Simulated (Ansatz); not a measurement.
Ansatz (a quantum-chemistry and plane-wave program) input (HF/6-31G*):

Ansatz 0.2 input:
```yaml
crystal:
  periodic: [false, false, false]
  atoms:
    - {symbol: C, position_ang: [1.42748454, -0.54669043, -0.22752678]}
    - {symbol: C, position_ang: [1.34799560, 0.90662325, 0.25137659]}
    - {symbol: C, position_ang: [-0.11578892, 0.54597605, 0.79309435]}
    - {symbol: C, position_ang: [0.13847714, -0.71210461, 0.15079623]}
    - {symbol: C, position_ang: [-1.26910425, -0.96196562, -0.33543821]}
    - {symbol: C, position_ang: [-1.33405330, 0.60604081, -0.22737124]}
    - {symbol: H, position_ang: [2.15583481, -1.12352641, -0.77803181]}
    - {symbol: H, position_ang: [1.28848669, 1.60648378, -0.58519963]}
    - {symbol: H, position_ang: [2.09348240, 1.29912862, 0.95609188]}
    - {symbol: H, position_ang: [-1.42247881, -1.42116541, -1.31084672]}
    - {symbol: H, position_ang: [-1.90238410, -1.45169224, 0.39931473]}
    - {symbol: H, position_ang: [-1.09916036, 1.02435122, -1.21325670]}
    - {symbol: H, position_ang: [-2.28384563, 1.03914355, 0.10234247]}
basis:
  gaussian:
    orbitals: 6-31G*
hamiltonian:
  xc: {name: HF}
total_charge: -1
phonons: {temperatures: {t_min: 298.15, t_max: 298.15, t_step: 100}}
```

Output:

```
Functional definition: HF
integrals: 0.06 GiB planned
1236 factors; integrals over basis functions are off by at most 3.3e-4 eV
mean field: 0.32 GiB planned
mean field evaluation 1: about -6284.0898 eV, gradient 2.8e1 eV
mean field evaluation 2: about -6284.2057 eV, gradient 2.8e1 eV
mean field evaluation 4: about -6286.8028 eV, gradient 4.7e0 eV
mean field evaluation 8: about -6286.8653 eV, gradient 3.1e-1 eV
mean field -6286.86601978 eV, -231.0380648359 hartree, gradient 2.6e-5 eV, S^2 0.000000; 0 other end points of the search recorded, 0 dependent functions left out
the calculation of the forces begins
reference -6286.86601978 eV, -231.0380648359 hartree; 22, 22 occupied and 82, 82 virtual orbitals, 1236 factors
these checks for a lower state are left out or cut short: stability, starts, cluster_reference, orbital_swaps, neighbouring_geometries, increment
integrals: 0.06 GiB planned
1236 factors; integrals over basis functions are off by at most 3.3e-4 eV
mean field: 0.32 GiB planned
mean field evaluation 16: about -6286.8658 eV, gradient 1.1e-4 eV
mean field -6286.86579387 eV, -231.0380565341 hartree, gradient 5.4e-6 eV, S^2 0.000000; 0 other end points of the search recorded, 0 dependent functions left out
the calculation of the forces begins
reference -6286.86579387 eV, -231.0380565341 hartree; 22, 22 occupied and 82, 82 virtual orbitals, 1236 factors
these checks for a lower state are left out or cut short: stability, starts, cluster_reference, orbital_swaps, neighbouring_geometries, increment
integrals: 0.06 GiB planned
1236 factors; integrals over basis functions are off by at most 3.3e-4 eV
mean field: 0.32 GiB planned
mean field -6286.86578732 eV, -231.0380562933 hartree, gradient 5.4e-6 eV, S^2 0.000000; 0 other end points of the search recorded, 0 dependent functions left out
the calculation of the forces begins
reference -6286.86578732 eV, -231.0380562933 hartree; 22, 22 occupied and 82, 82 virtual orbitals, 1236 factors
these checks for a lower state are left out or cut short: stability, starts, cluster_reference, orbital_swaps, neighbouring_geometries, increment
integrals: 0.06 GiB planned
1236 factors; integrals over basis functions are off by at most 3.3e-4 eV
mean field: 0.32 GiB planned
mean field -6286.86588568 eV, -231.0380599079 hartree, gradient 2.4e-6 eV, S^2 0.000000; 0 other end points of the search recorded, 0 dependent functions left out
the calculation of the forces begins
reference -6286.86588568 eV, -231.0380599079 hartree; 22, 22 occupied and 82, 82 virtual orbitals, 1236 factors
these checks for a lower state are left out or cut short: stability, starts, cluster_reference, orbital_swaps, neighbouring_geometries, increment
integrals: 0.06 GiB planned
1236 factors; integrals over basis functions are off by at most 3.3e-4 eV
mean field: 0.32 GiB planned
mean field evaluation 32: about -6286.7426 eV, gradient 3.8e-1 eV
mean field -6286.86588165 eV, -231.0380597599 hartree, gradient 2.4e-6 eV, S^2 0.000000; 0 other end points of the search recorded, 0 dependent functions left out
the calculation of the forces begins
reference -6286.86588165 eV, -231.0380597599 hartree; 22, 22 occupied and 82, 82 virtual orbitals, 1236 factors
these checks for a lower state are left out or cut short: stability, starts, cluster_reference, orbital_swaps, neighbouring_geometries, increment
integrals: 0.06 GiB planned
1236 factors; integrals over basis functions are off by at most 3.3e-4 eV
mean field: 0.32 GiB planned
mean field -6286.86594104 eV, -231.0380619425 hartree, gradient 2.2e-6 eV, S^2 0.000000; 0 other end points of the search recorded, 0 dependent functions left out
the calculation of the forces begins
reference -6286.86594104 eV, -231.0380619425 hartree; 22, 22 occupied and 82, 82 virtual orbitals, 1236 factors
these checks for a lower state are left out or cut short: stability, starts, cluster_reference, orbital_swaps, neighbouring_geometries, increment
integrals: 0.06 GiB planned
1236 factors; integrals over basis functions are off by at most 3.3e-4 eV
mean field: 0.32 GiB planned
mean field -6286.86594194 eV, -231.0380619757 hartree, gradient 2.4e-6 eV, S^2 0.000000; 0 other end points of the search recorded, 0 dependent functions left out
the calculation of the forces begins
reference -6286.86594194 eV, -231.0380619757 hartree; 22, 22 occupied and 82, 82 virtual orbitals, 1236 factors
these checks for a lower state are left out or cut short: stability, starts, cluster_reference, orbital_swaps, neighbouring_geometries, increment
integrals: 0.06 GiB planned
1236 factors; integrals over basis functions are off by at most 3.3e-4 eV
mean field: 0.32 GiB planned
mean field -6286.86589005 eV, -231.0380600687 hartree, gradient 2.2e-6 eV, S^2 0.000000; 0 other end points of the search recorded, 0 dependent functions left out
[...]
mean field: 0.32 GiB planned
mean field -6286.86599756 eV, -231.0380640195 hartree, gradient 1.6e-6 eV, S^2 0.000000; 0 other end points of the search recorded, 0 dependent functions left out
the calculation of the forces begins
reference -6286.86599756 eV, -231.0380640195 hartree; 22, 22 occupied and 82, 82 virtual orbitals, 1236 factors
these checks for a lower state are left out or cut short: stability, starts, cluster_reference, orbital_swaps, neighbouring_geometries, increment
integrals: 0.06 GiB planned
1236 factors; integrals over basis functions are off by at most 3.3e-4 eV
mean field: 0.32 GiB planned
mean field evaluation 416: about -6286.7428 eV, gradient 3.6e-1 eV
mean field -6286.86599836 eV, -231.0380640489 hartree, gradient 1.6e-6 eV, S^2 0.000000; 0 other end points of the search recorded, 0 dependent functions left out
the calculation of the forces begins
reference -6286.86599836 eV, -231.0380640489 hartree; 22, 22 occupied and 82, 82 virtual orbitals, 1236 factors
these checks for a lower state are left out or cut short: stability, starts, cluster_reference, orbital_swaps, neighbouring_geometries, increment
integrals: 0.06 GiB planned
1236 factors; integrals over basis functions are off by at most 3.3e-4 eV
mean field: 0.32 GiB planned
mean field -6286.86598966 eV, -231.0380637291 hartree, gradient 1.7e-6 eV, S^2 0.000000; 0 other end points of the search recorded, 0 dependent functions left out
the calculation of the forces begins
reference -6286.86598966 eV, -231.0380637291 hartree; 22, 22 occupied and 82, 82 virtual orbitals, 1236 factors
these checks for a lower state are left out or cut short: stability, starts, cluster_reference, orbital_swaps, neighbouring_geometries, increment
integrals: 0.06 GiB planned
1236 factors; integrals over basis functions are off by at most 3.3e-4 eV
mean field: 0.32 GiB planned
mean field -6286.86598951 eV, -231.0380637235 hartree, gradient 1.6e-6 eV, S^2 0.000000; 0 other end points of the search recorded, 0 dependent functions left out
the calculation of the forces begins
reference -6286.86598951 eV, -231.0380637235 hartree; 22, 22 occupied and 82, 82 virtual orbitals, 1236 factors
these checks for a lower state are left out or cut short: stability, starts, cluster_reference, orbital_swaps, neighbouring_geometries, increment
integrals: 0.06 GiB planned
1236 factors; integrals over basis functions are off by at most 3.3e-4 eV
mean field: 0.32 GiB planned
mean field -6286.86593447 eV, -231.0380617011 hartree, gradient 1.9e-6 eV, S^2 0.000000; 0 other end points of the search recorded, 0 dependent functions left out
the calculation of the forces begins
reference -6286.86593447 eV, -231.0380617011 hartree; 22, 22 occupied and 82, 82 virtual orbitals, 1236 factors
these checks for a lower state are left out or cut short: stability, starts, cluster_reference, orbital_swaps, neighbouring_geometries, increment
integrals: 0.06 GiB planned
1236 factors; integrals over basis functions are off by at most 3.3e-4 eV
mean field: 0.32 GiB planned
mean field -6286.86593562 eV, -231.0380617431 hartree, gradient 1.8e-6 eV, S^2 0.000000; 0 other end points of the search recorded, 0 dependent functions left out
the calculation of the forces begins
reference -6286.86593562 eV, -231.0380617431 hartree; 22, 22 occupied and 82, 82 virtual orbitals, 1236 factors
these checks for a lower state are left out or cut short: stability, starts, cluster_reference, orbital_swaps, neighbouring_geometries, increment
integrals: 0.06 GiB planned
1236 factors; integrals over basis functions are off by at most 3.3e-4 eV
mean field: 0.32 GiB planned
mean field evaluation 448: about -6286.8659 eV, gradient 2.7e-5 eV
mean field -6286.86593909 eV, -231.0380618708 hartree, gradient 1.4e-6 eV, S^2 0.000000; 0 other end points of the search recorded, 0 dependent functions left out
the calculation of the forces begins
reference -6286.86593909 eV, -231.0380618708 hartree; 22, 22 occupied and 82, 82 virtual orbitals, 1236 factors
these checks for a lower state are left out or cut short: stability, starts, cluster_reference, orbital_swaps, neighbouring_geometries, increment
integrals: 0.06 GiB planned
1236 factors; integrals over basis functions are off by at most 3.3e-4 eV
mean field: 0.32 GiB planned
mean field -6286.86593947 eV, -231.0380618847 hartree, gradient 1.5e-6 eV, S^2 0.000000; 0 other end points of the search recorded, 0 dependent functions left out
the calculation of the forces begins
reference -6286.86593947 eV, -231.0380618847 hartree; 22, 22 occupied and 82, 82 virtual orbitals, 1236 factors
these checks for a lower state are left out or cut short: stability, starts, cluster_reference, orbital_swaps, neighbouring_geometries, increment
integrals: 0.06 GiB planned
1236 factors; integrals over basis functions are off by at most 3.3e-4 eV
mean field: 0.32 GiB planned
mean field -6286.86598936 eV, -231.0380637181 hartree, gradient 2.2e-6 eV, S^2 0.000000; 0 other end points of the search recorded, 0 dependent functions left out
the calculation of the forces begins
reference -6286.86598936 eV, -231.0380637181 hartree; 22, 22 occupied and 82, 82 virtual orbitals, 1236 factors
these checks for a lower state are left out or cut short: stability, starts, cluster_reference, orbital_swaps, neighbouring_geometries, increment
integrals: 0.06 GiB planned
1236 factors; integrals over basis functions are off by at most 3.3e-4 eV
mean field: 0.32 GiB planned
mean field -6286.86599002 eV, -231.0380637424 hartree, gradient 2.1e-6 eV, S^2 0.000000; 0 other end points of the search recorded, 0 dependent functions left out
the calculation of the forces begins
reference -6286.86599002 eV, -231.0380637424 hartree; 22, 22 occupied and 82, 82 virtual orbitals, 1236 factors
these checks for a lower state are left out or cut short: stability, starts, cluster_reference, orbital_swaps, neighbouring_geometries, increment
integrals: 0.06 GiB planned
1236 factors; integrals over basis functions are off by at most 3.3e-4 eV
mean field: 0.32 GiB planned
mean field -6286.86599296 eV, -231.0380638504 hartree, gradient 2.0e-6 eV, S^2 0.000000; 0 other end points of the search recorded, 0 dependent functions left out
the calculation of the forces begins
reference -6286.86599296 eV, -231.0380638504 hartree; 22, 22 occupied and 82, 82 virtual orbitals, 1236 factors
these checks for a lower state are left out or cut short: stability, starts, cluster_reference, orbital_swaps, neighbouring_geometries, increment
integrals: 0.06 GiB planned
1236 factors; integrals over basis functions are off by at most 3.3e-4 eV
mean field: 0.32 GiB planned
mean field evaluation 480: about -6286.8660 eV, gradient 1.9e-6 eV
mean field -6286.86599296 eV, -231.0380638503 hartree, gradient 2.0e-6 eV, S^2 0.000000; 0 other end points of the search recorded, 0 dependent functions left out
the calculation of the forces begins
reference -6286.86599296 eV, -231.0380638503 hartree; 22, 22 occupied and 82, 82 virtual orbitals, 1236 factors
Total energy: -6286.86601978 eV, -231.0380648359 hartree
Atom 0 at     1.427485    -0.546690    -0.227527 Å, force     0.001057     0.000955    -0.000164 eV/Å
Atom 1 at     1.347996     0.906623     0.251377 Å, force    -0.000377    -0.000095    -0.000130 eV/Å
Atom 2 at    -0.115789     0.545976     0.793094 Å, force    -0.000148    -0.000622     0.000424 eV/Å
Atom 3 at     0.138477    -0.712105     0.150796 Å, force    -0.000616     0.000366     0.000076 eV/Å
Atom 4 at    -1.269104    -0.961966    -0.335438 Å, force    -0.000336     0.000082     0.000191 eV/Å
Atom 5 at    -1.334053     0.606041    -0.227371 Å, force     0.000688    -0.000093    -0.000311 eV/Å
Atom 6 at     2.155835    -1.123526    -0.778032 Å, force    -0.000228    -0.000157     0.000063 eV/Å
Atom 7 at     1.288487     1.606484    -0.585200 Å, force     0.000220    -0.000214    -0.000101 eV/Å
Atom 8 at     2.093482     1.299129     0.956092 Å, force    -0.000046    -0.000126    -0.000038 eV/Å
Atom 9 at    -1.422479    -1.421165    -1.310847 Å, force    -0.000024     0.000042     0.000018 eV/Å
Atom 10 at    -1.902384    -1.451692     0.399315 Å, force    -0.000083    -0.000041     0.000048 eV/Å
Atom 11 at    -1.099160     1.024351    -1.213257 Å, force    -0.000152     0.000029    -0.000090 eV/Å
Atom 12 at    -2.283846     1.039144     0.102342 Å, force     0.000046    -0.000125     0.000013 eV/Å
Dipole moment:    -0.258738    -0.241534    -0.563475 e Å
Vibrations: 245.31 306.91 443.92 512.52 693.42 765.79 810.78 879.29 929.81 943.81 971.99 1025.08 1053.01 1095.06 1135.85 1151.13 1241.04 1297.39 1298.62 1321.04 1356.52 1396.97 1609.24 1613.71 1636.97 1709.52 3061.17 3080.50 3104.76 3136.95 3177.28 3222.74 3289.61 cm⁻¹, zero-point energy 3.069707 eV
```

The blocks after the first are displaced geometries, from whose forces the wavenumbers follow.

The dipole moment of an ion depends on the origin.
